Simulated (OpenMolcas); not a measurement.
# Sm3+: moving the ligands

Sm3+ with 6 ligands (fluoride) in trigonal antiprismatic coordination (D3d) at 2.27 Å, a polar angle of 50.9° against the regular 54.74°. A charge of +0.5 e stands 2.8 Å behind each ligand. Ligand basis ANO-RCC-VDZP.

| Quantity | Value |
| --- | --- |
| Program | OpenMolcas 26.06 |
| Method | CASSCF |
| Basis | ANO-RCC-VDZP [7s6p4d2f1g] |
| Scalar Hamiltonian | DKH2, point nucleus |
| Active space | 5 electrons in 7 orbitals (4f) |
| State averaging | 2S+1 = 6 odd, 21 roots; 2S+1 = 4 odd, 128 roots kept (CI in the orbitals of an earlier block, 108 in the spin-orbit step); 2S+1 = 2 odd, 130 roots kept (CI in the orbitals of an earlier block, 41 in the spin-orbit step) |
| Spin-orbit coupling | state interaction with AMFI integrals over the reference wave functions |

Runs around this geometry, states (labels of D3, the rotations of D3d). Energies in cm-1 above the lowest state or level, χT in cm3 K/mol.

| R (Å) | Ground state | First state of that spin | First gap with spin-orbit (degeneracies) | Width of lowest J | χT at 300 K |
| --- | --- | --- | --- | --- | --- |
| 2.19 | 6A2 | 6E 246.0 | 241.9 (2, 2) | 483 | 0.305 |
| 2.27 | 6A2 | 6E 181.8 | 211.6 (2, 2) | 418 | 0.303 |
| 2.38 | 6A2 | 6E 124.5 | 176.3 (2, 2) | 351 | 0.303 |

Taking the width of the lowest J multiplet as R^-n, n = -ln(351 / 483) / ln(2.38 / 2.19) = 3.8 between the shortest and longest distance.

High states are left out of the spin-orbit mixing, which shifts the levels that they would mix with. Without dynamic correlation the ligand-field splitting of an f shell can come out too small, at times by half. No measured value stands beside these numbers; the geometry was imposed, not optimised, and the real ion may take another.
